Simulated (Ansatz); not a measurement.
Geometry optimisation, DFT PBEsol, scalar-relativistic, plane waves, PAW in Ansatz.

Input:

```yaml
crystal:
  lattice:
    - [0.0, 5.43, 5.43]
    - [5.43, 0.0, 5.43]
    - [5.43, 5.43, 0.0]
  atoms:
    - { symbol: Si, position: [0.0, 0.0, 0.0] }
    - { symbol: Si, position: [0.125, 0.125, 0.125] }
    - { symbol: Si, position: [0.0, 0.0, 0.5] }
    - { symbol: Si, position: [0.125, 0.125, 0.625] }
    - { symbol: Si, position: [0.0, 0.5, 0.0] }
    - { symbol: Si, position: [0.125, 0.625, 0.125] }
    - { symbol: Si, position: [0.0, 0.5, 0.5] }
    - { symbol: Si, position: [0.125, 0.625, 0.625] }
    - { symbol: Si, position: [0.5, 0.0, 0.0] }
    - { symbol: Si, position: [0.625, 0.125, 0.125] }
    - { symbol: Si, position: [0.5, 0.0, 0.5] }
    - { symbol: Si, position: [0.625, 0.125, 0.625] }
    - { symbol: Si, position: [0.5, 0.5, 0.0] }
    - { symbol: Si, position: [0.625, 0.625, 0.125] }
    - { symbol: Si, position: [0.5, 0.5, 0.5] }
    - { symbol: Si, position: [0.625, 0.625, 0.625] }
    - { symbol: Cu, position: [0.8098114, 0.3235725, 0.8129265] }
total_charge: 1
basis:
  ecutwfc: 420.0
kpoints:
  mp_grid: { grid: [2, 2, 2] }
hamiltonian:
  xc: pbesol
  pseudopotentials: { kind: paw, azcp: { folder: soft_1 } }
scf:
  occupations: { method: gaussian, width: 0.02 }
  lower_state_search: "off"
relax:
  f_tol: 0.03
  max_steps: 60
  adjacent_minimum: "off"
output:
  write_density: true
  write_potential: true
  elf: true
  volumetric_format: npy
```

Run as:

```bash
$ ansatz run input.yaml --threads 1 --pin off --max-ram 3072MiB --backend cpu --events-out ev --progress --plain --runs-dir out
```

**Question.** Where does it end, and by what steps?

**Answer.** The run converged. Limits of this set-up: PAW files made for another functional, a small cell, in which the defect meets its images, charged cell in a uniform background, uncorrected. After 4 steps the energy has fallen by 0.579 eV; Si6 moved furthest, 0.25 Å.

| step | energy less start (eV) | largest force component (eV/Å) | accepted |
| --- | --- | --- | --- |
| 0 | 0.0000 | 1.945 | yes |
| 1 | -0.4421 | 0.820 | yes |
| 2 | -0.5719 | 0.143 | yes |
| 3 | -0.5789 | 0.035 | yes |
| 4 | -0.5795 | 0.002 | yes |

```xyz
17
Lattice="0.0000 5.4300 5.4300 5.4300 0.0000 5.4300 5.4300 5.4300 0.0000" Properties=species:S:1:pos:R:3
Si -0.055 0.073 -0.056
Si 1.309 1.370 1.308
Si 2.706 2.764 0.052
Si 4.004 4.128 1.416
Si 2.583 -0.136 2.582
Si 3.930 1.211 3.929
Si 5.375 2.655 2.792
Si 6.739 4.020 4.089
Si 0.053 2.764 2.706
Si 1.418 4.128 4.003
Si 2.861 5.571 2.860
Si 4.207 6.918 4.206
Si 2.793 2.655 5.374
Si 4.090 4.020 6.738
Si 5.483 5.418 5.482
Si 6.848 6.714 6.847
Cu 6.126 8.837 6.125
```

The run took 42 s on 1 thread of Arm Neoverse V2, with other jobs on the host, peak memory 0.59 GiB.
